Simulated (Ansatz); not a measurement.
Geometry optimisation, Ansatz 0.2.0, DFT PBE, scalar-relativistic, plane waves, PAW.

Input:

```yaml
crystal:
  lattice:
    - [7.398, 0.0, 0.0]
    - [-3.699, 6.406856, 0.0]
    - [0.0, 0.0, 11.0]
  atoms:
    - { symbol: C, position: [0.0, 0.0, 0.0909091] }
    - { symbol: C, position: [0.2222222, 0.1111111, 0.0909091] }
    - { symbol: C, position: [0.0, 0.3333333, 0.0909091] }
    - { symbol: C, position: [0.2222222, 0.4444444, 0.0909091] }
    - { symbol: C, position: [0.0, 0.6666667, 0.0909091] }
    - { symbol: C, position: [0.2222222, 0.7777778, 0.0909091] }
    - { symbol: C, position: [0.3333333, 0.0, 0.0909091] }
    - { symbol: C, position: [0.5555556, 0.1111111, 0.0909091] }
    - { symbol: C, position: [0.3333333, 0.3333333, 0.0909091] }
    - { symbol: C, position: [0.5555556, 0.4444444, 0.0909091] }
    - { symbol: C, position: [0.3333333, 0.6666667, 0.0909091] }
    - { symbol: C, position: [0.5555556, 0.7777778, 0.0909091] }
    - { symbol: C, position: [0.6666667, 0.0, 0.0909091] }
    - { symbol: C, position: [0.8888889, 0.1111111, 0.0909091] }
    - { symbol: C, position: [0.6666667, 0.3333333, 0.0909091] }
    - { symbol: C, position: [0.8888889, 0.4444444, 0.0909091] }
    - { symbol: C, position: [0.6666667, 0.6666667, 0.0909091] }
    - { symbol: C, position: [0.8888889, 0.7777778, 0.0909091] }
    - { symbol: C, position: [0.5628058, 0.1200458, 0.2318182] }
    - { symbol: O, position: [0.5628058, 0.1200458, 0.3372727] }
basis:
  ecutwfc: 420.0
kpoints:
  mp_grid: { grid: [2, 2, 1] }
hamiltonian:
  xc: pbe
  pseudopotentials: { kind: paw, azcp: { folder: soft_1 } }
scf:
  occupations: { method: fermi_dirac, width: 0.05 }
  lower_state_search: "off"
relax:
  f_tol: 0.03
  max_steps: 60
  adjacent_minimum: "off"
```

Launched with:

```bash
$ ansatz run input.yaml --threads 1 --pin off --max-ram 3072MiB --backend cpu --events-out ev --progress --plain --runs-dir out
```

Q: Where does it end, and by what steps?

A: The run converged. The force dipped under the threshold on the way, but the program's further checks kept it going. Limits of this set-up: coarse k mesh, slab without dipole correction, no dispersion correction for a molecule that may bind weakly. After 30 steps the energy has fallen by 3.778 eV; C19 moved furthest, 2.12 Å. Parted: C8–C19.

```
step  energy less start (eV)  largest force component (eV/Å)  accepted
   0                  0.0000                           3.476       yes
   2                 -1.0374                           1.335       yes
   4                 -1.3864                           3.417       yes
   6                 -2.8735                           4.507       yes
   8                 -3.6644                           0.539       yes
  10                 -3.7591                           0.269       yes
  12                 -3.7671                           0.243       yes
  14                 -3.7752                           0.122       yes
  16                 -3.7738                           0.668        no
  18                 -3.7765                           0.075        no
  20                 -3.7767                           0.083       yes
  22                 -3.7768                           0.020       yes
  24                 -3.7770                           0.040       yes
  26                 -3.7763                           0.270        no
  28                 -3.7774                           0.191        no
  30                 -3.7775                           0.012       yes
```

```xyz
20
Lattice="7.3980 0.0000 0.0000 -3.6990 6.4069 0.0000 0.0000 0.0000 11.0000" Properties=species:S:1:pos:R:3
C 0.014 0.036 0.784
C 1.247 0.748 0.784
C -1.213 2.168 0.784
C 0.014 2.876 0.784
C -2.452 4.299 0.784
C -1.213 5.015 0.784
C 2.486 0.032 0.784
C 3.713 0.741 0.783
C 1.247 2.164 0.784
C 2.486 2.879 0.784
C 0.014 4.307 0.784
C 1.247 5.019 0.784
C 4.946 0.028 0.784
C 6.185 0.744 0.784
C 3.713 2.172 0.783
C 4.946 2.883 0.784
C 2.486 4.304 0.784
C 3.713 5.012 0.784
C 3.832 0.784 4.669
O 3.320 0.174 5.479
```

Whether the end is a true minimum wasn't checked by a vibrational analysis.

The run took 68 s on 1 thread of AMD EPYC 9R45 96-Core Processor (Zen 5) (shared host), peak memory 0.68 GiB.
